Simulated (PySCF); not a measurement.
PySCF input for CHCl₂, SMILES Cl[CH]Cl (connectivity only; charge and spin as stated), charge +1, multiplicity 1, ADC(2)/aug-cc-pVDZ. Geometry: r2SCAN-D4/def2-TZVP. The multiplicity is an assumed one; other spin states were not compared. The isomer is the one that the SMILES or the coordinates give; other isomers of the formula were not compared.

```python
import numpy as np
from pyscf import gto, scf, dft, adc

mol = gto.M(
    atom='''
    Cl    0.00000000   -1.43257717    0.15691694
    C     0.00000000    0.00000000   -0.60623946
    Cl    0.00000000    1.43257717    0.15691694
    H     0.00000000   -0.00000000   -1.69773926
    ''',
    basis='aug-cc-pVDZ',
    charge=1,
    spin=0,
    max_memory=1600,
    verbose=4,
)
mf = scf.RHF(mol)
mf.conv_tol = 1e-10
mf.max_cycle = 100
mf.kernel()
res = {}
for kind, nroots in (('ee', 6), ('ip', 6), ('ea', 2)):
    a = adc.ADC(mf).density_fit('aug-cc-pvdz-ri')
    a.method, a.method_type = 'adc(2)', kind
    e, v, p, x = a.kernel(nroots=nroots)
    res[kind] = (e * 27.211386245988, p)
for kind, (e, p) in res.items():
    print(kind, 'energies / eV', np.round(e, 3), 'strengths', np.round(p, 4))
```

Log of the run:

```
PySCF version 2.14.0

[INPUT] verbose = 4
[INPUT] num. atoms = 4
[INPUT] num. electrons = 40
[INPUT] charge = 1
[INPUT] spin (= nelec alpha-beta = 2S) = 0
[INPUT] symmetry False subgroup None
[INPUT] Mole.unit = angstrom
[INPUT] Symbol           X                Y                Z      unit          X                Y                Z       unit  Magmom
[INPUT]  1 Cl     0.000000000000  -1.432577170000   0.156916940000 AA    0.000000000000  -2.707178503604   0.296530040905 Bohr   0.0
[INPUT]  2 C      0.000000000000   0.000000000000  -0.606239460000 AA    0.000000000000   0.000000000000  -1.145626545304 Bohr   0.0
[INPUT]  3 Cl     0.000000000000   1.432577170000   0.156916940000 AA    0.000000000000   2.707178503604   0.296530040905 Bohr   0.0
[INPUT]  4 H      0.000000000000   0.000000000000  -1.697739260000 AA    0.000000000000   0.000000000000  -3.208262232322 Bohr   0.0

nuclear repulsion = 130.469834630486
number of shells = 29
number of NR pGTOs = 146
number of NR cGTOs = 86
basis = aug-cc-pVDZ
ecp = {}


[settings echo left out]
init E= -958.056027415592
  HOMO = -0.389886020711571  LUMO = -0.0549094530032712  gap/eV = 9.11518
cycle= 1 E= -956.926262046306  delta_E= 1.13  |g|= 0.756  |ddm|= 2.04
  HOMO = -0.769644454471048  LUMO = -0.401012072444835  gap/eV = 10.03100
cycle= 2 E= -957.017350397716  delta_E= -0.0911  |g|= 0.604  |ddm|= 1.15
  HOMO = -0.740922674324655  LUMO = -0.259615434543214  gap/eV = 13.09704
cycle= 3 E= -957.107059258767  delta_E= -0.0897  |g|= 0.0517  |ddm|= 0.479
  HOMO = -0.721251872887692  LUMO = -0.236681107411132  gap/eV = 13.18584
cycle= 4 E= -957.108348752269  delta_E= -0.00129  |g|= 0.0162  |ddm|= 0.104
  HOMO = -0.724907100919006  LUMO = -0.236805798200115  gap/eV = 13.28191
cycle= 5 E= -957.108533567137  delta_E= -0.000185  |g|= 0.00533  |ddm|= 0.0347
  HOMO = -0.725365802691599  LUMO = -0.237138812708153  gap/eV = 13.28533
cycle= 6 E= -957.108560310655  delta_E= -2.67e-05  |g|= 0.00158  |ddm|= 0.014
  HOMO = -0.725643957952737  LUMO = -0.236979896533382  gap/eV = 13.29723
cycle= 7 E= -957.108563078933  delta_E= -2.77e-06  |g|= 0.000523  |ddm|= 0.00542
  HOMO = -0.725695041746363  LUMO = -0.23694426986426  gap/eV = 13.29959
cycle= 8 E= -957.108563325223  delta_E= -2.46e-07  |g|= 0.000135  |ddm|= 0.00161
  HOMO = -0.7257056138031  LUMO = -0.236951657843628  gap/eV = 13.29967
cycle= 9 E= -957.108563341103  delta_E= -1.59e-08  |g|= 2.21e-05  |ddm|= 0.000359
  HOMO = -0.725707860945494  LUMO = -0.236950799819932  gap/eV = 13.29976
cycle= 10 E= -957.108563341489  delta_E= -3.86e-10  |g|= 2.92e-06  |ddm|= 4.59e-05
  HOMO = -0.725708147137821  LUMO = -0.236950944716551  gap/eV = 13.29976
cycle= 11 E= -957.108563341493  delta_E= -4.77e-12  |g|= 5.33e-07  |ddm|= 7.45e-06
  HOMO = -0.725708100149242  LUMO = -0.236950806672191  gap/eV = 13.29976
Extra cycle  E= -957.108563341496  delta_E= -2.27e-12  |g|= 2.69e-07  |ddm|= 1.14e-06
converged SCF energy = -957.108563341496

******** <class 'pyscf.adc.radc.RADC'> ********
******** ADC Orbital Information ********
Number of Frozen Occupied Orbitals: 0
Number of Frozen Virtual Orbitals: 0
Number of Active Occupied Orbitals: 20
Number of Active Virtual Orbitals: 66
*****************************************
******** <class 'pyscf.df.df.DF'> ********
auxbasis = aug-cc-pvdz-ri
Reference correlation energy (doubles): -0.43464179
MP2 correlation energy of reference state (a.u.) = -0.43464179

******** <class 'pyscf.adc.radc_ee.RADCEE'> ********
max_space = 12
max_cycle = 50
conv_tol = 1e-08

*************************************************************
        ADC calculation summary (singlet states only)
*************************************************************
adc(2) root 0  |  Energy (Eh) =   0.1482715441  |  Energy (eV) =   4.03467422  |  Osc. strength = 0.00000000  |  conv = True
adc(2) root 1  |  Energy (Eh) =   0.1565973268  |  Energy (eV) =   4.26123031  |  Osc. strength = 0.00002672  |  conv = True
adc(2) root 2  |  Energy (Eh) =   0.1850046854  |  Energy (eV) =   5.03423391  |  Osc. strength = 0.27064382  |  conv = True
adc(2) root 3  |  Energy (Eh) =   0.2892322759  |  Energy (eV) =   7.87041111  |  Osc. strength = 0.05642417  |  conv = True
adc(2) root 4  |  Energy (Eh) =   0.3217923080  |  Energy (eV) =   8.75641471  |  Osc. strength = 0.00000000  |  conv = True
adc(2) root 5  |  Energy (Eh) =   0.3401647868  |  Energy (eV) =   9.25635533  |  Osc. strength = 0.00000000  |  conv = True

******** <class 'pyscf.adc.radc.RADC'> ********
******** ADC Orbital Information ********
Number of Frozen Occupied Orbitals: 0
Number of Frozen Virtual Orbitals: 0
Number of Active Occupied Orbitals: 20
Number of Active Virtual Orbitals: 66
*****************************************
******** <class 'pyscf.df.df.DF'> ********
auxbasis = aug-cc-pvdz-ri
Reference correlation energy (doubles): -0.43464179
MP2 correlation energy of reference state (a.u.) = -0.43464179

******** <class 'pyscf.adc.radc_ip.RADCIP'> ********
max_space = 12
max_cycle = 50
conv_tol = 1e-08

*************************************************************
        ADC calculation summary (doublet states only)
*************************************************************
adc(2) root 0  |  Energy (Eh) =   0.6803234965  |  Energy (eV) =  18.51254528  |  Spec. factor = 1.79802956  |  conv = True
adc(2) root 1  |  Energy (Eh) =   0.6894192404  |  Energy (eV) =  18.76005308  |  Spec. factor = 1.79828378  |  conv = True
adc(2) root 2  |  Energy (Eh) =   0.6943679724  |  Energy (eV) =  18.89471494  |  Spec. factor = 1.80987358  |  conv = True
adc(2) root 3  |  Energy (Eh) =   0.7917412034  |  Energy (eV) =  21.54437551  |  Spec. factor = 1.77866228  |  conv = True
adc(2) root 4  |  Energy (Eh) =   0.8564916205  |  Energy (eV) =  23.30632411  |  Spec. factor = 1.77131832  |  conv = True
adc(2) root 5  |  Energy (Eh) =   0.8828086010  |  Energy (eV) =  24.02244562  |  Spec. factor = 1.73545433  |  conv = True

******** <class 'pyscf.adc.radc.RADC'> ********
******** ADC Orbital Information ********
Number of Frozen Occupied Orbitals: 0
Number of Frozen Virtual Orbitals: 0
Number of Active Occupied Orbitals: 20
Number of Active Virtual Orbitals: 66
*****************************************
******** <class 'pyscf.df.df.DF'> ********
auxbasis = aug-cc-pvdz-ri
Reference correlation energy (doubles): -0.43464179
MP2 correlation energy of reference state (a.u.) = -0.43464179

******** <class 'pyscf.adc.radc_ea.RADCEA'> ********
max_space = 12
max_cycle = 50
conv_tol = 1e-08

*************************************************************
        ADC calculation summary (doublet states only)
*************************************************************
adc(2) root 0  |  Energy (Eh) =  -0.3131125949  |  Energy (eV) =  -8.52022769  |  Spec. factor = 1.80544660  |  conv = True
adc(2) root 1  |  Energy (Eh) =  -0.1433785983  |  Energy (eV) =  -3.90153039  |  Spec. factor = 1.86935532  |  conv = True
ee energies / eV [4.035 4.261 5.034 7.87  8.756 9.256] strengths [0.     0.     0.2706 0.0564 0.     0.    ]
ip energies / eV [18.513 18.76  18.895 21.544 23.306 24.022] strengths [1.798  1.7983 1.8099 1.7787 1.7713 1.7355]
ea energies / eV [-8.52  -3.902] strengths [1.8054 1.8694]
```

The calculation finished and met its thresholds.
